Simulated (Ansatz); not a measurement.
Reaction (substitution at a C–O bond): `CCOB(O)O` + `N[SiH3]` → `CCN[SiH3]` + `OB(O)O`

Calculated with Ansatz (gas phase, PBE0-D4/def2-TZVP geometries, no zero-point term in ΔE). CCSD(T)/CBS is the MP2 limit (def2-TZVPP, def2-QZVPP) plus CCSD(T) − MP2 in def2-TZVPP, frozen cores. This one scheme is used for every species. Functionals use def2-TZVPP. One conformer a species, not always the lowest.

`CCOB(O)O`:

Z-matrix (Å, degrees):
```
C
C 1 1.507
H 1 1.092 2 110.2
H 1 1.092 2 110.8 3 119.9
H 1 1.092 2 110.7 3 -119.9
O 2 1.421 1 108.9 3 -179.8
H 2 1.095 1 110.8 3 -59.4
H 2 1.095 1 110.9 3 59.5
B 6 1.361 2 120.6 1 -177.6
O 9 1.366 6 120.7 2 0.1
O 9 1.369 6 119.6 2 -179.9
H 10 0.959 9 111.8 6 179.9
H 11 0.960 9 111.8 6 0.0
```

`N[SiH3]`:

```xyz
7

N    -0.353   -0.212    0.984
Si    0.169    0.034   -0.636
H    -1.085    0.366    1.364
H     0.322   -0.444    1.695
H    -1.037    0.082   -1.502
H     0.948    1.284   -0.889
H     1.037   -1.111   -1.015
```

`CCN[SiH3]`:

```xyz
13

C     0.558   -1.878   -0.145
C     0.545   -0.465    0.405
N    -0.633    0.268   -0.014
Si   -0.668    1.969   -0.225
H     0.525   -1.866   -1.236
H     1.456   -2.414    0.173
H    -0.308   -2.442    0.213
H     1.424    0.076    0.038
H     0.642   -0.498    1.500
H    -1.497   -0.198    0.219
H    -1.997    2.321   -0.790
H     0.424    2.354   -1.159
H    -0.470    2.774    1.020
```

`OB(O)O`:

Z-matrix (Å, degrees):
```
B
O 1 1.366
O 1 1.366 2 120.0
O 1 1.366 2 120.0 3 180.0
H 2 0.960 1 112.2 3 -0.0
H 3 0.960 1 112.2 2 180.0
H 4 0.960 1 112.2 2 0.0
```

Problem. Is it downhill or uphill in electronic energy at CCSD(T)/CBS, and by how much? (Best estimate.)

Solution. Computed: Downhill: ΔE = -0.11 eV.

Problem. What do these levels give: PBE-D4, PBE0-D4, r2SCAN, CCSD(T)/def2-TZVPP, MP2/def2-QZVPP, MP2/CBS(def2)? (Estimate.)

Solution. The calculation gave: PBE-D4 -0.13, PBE0-D4 -0.13, r2SCAN -0.08, CCSD(T)/def2-TZVPP -0.11, MP2/def2-QZVPP -0.14, MP2/CBS(def2) -0.15 eV.

Largest T1 diagnostic among the species: 0.012.

In def2-TZVPP, CCSD(T) changes the Hartree–Fock value by −0.07 eV (the triples alone add −0.00 eV) and MP2 by −0.10 eV.
